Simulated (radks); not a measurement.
Results of a calculation; reference values are marked as such.
Coulomb parameter of the 3d shell of the zinc ion Zn3+ in the model configuration [Ar] 3d7 4p2, as a second difference U = [E(n + 0.5) + E(n - 0.5) - 2 E(n)] / (0.5)^2 with all orbitals relaxed. "Bare": the charge of the atom changes with n. "Screened": the 4p shell takes up the change at fixed total charge, which measures U(3d,3d) + U(4p,4p) - 2 U(3d,4p). Code: a radial shooting solver on a logarithmic mesh with Libxc functionals. Model: scalar-relativistic Kohn-Sham, r2SCAN, spin-unpolarised, spherical densities, finite nucleus; meta-GGA in the generalised Kohn-Sham scheme; Fermi nuclear charge, rms radius 3.9283 fm.

\begin{tabular}{lrr}
case & configuration & E - E(n) (eV) \\ \hline
start & [Ar] 3d7 4p2 & 0.000 \\
bare +0.5 & [Ar] 3d7.5 4p2 & -32.926 \\
bare -0.5 & [Ar] 3d6.5 4p2 & 38.761 \\
screened +0.5 & [Ar] 3d7.5 4p1.5 & -18.714 \\
screened -0.5 & [Ar] 3d6.5 4p2.5 & 20.653 \\
\end{tabular}

U(bare) = 23.340 eV, U(screened by 4p) = 7.755 eV, against the Slater integral F0(3d,3d) = 33.518 eV with frozen orbitals.
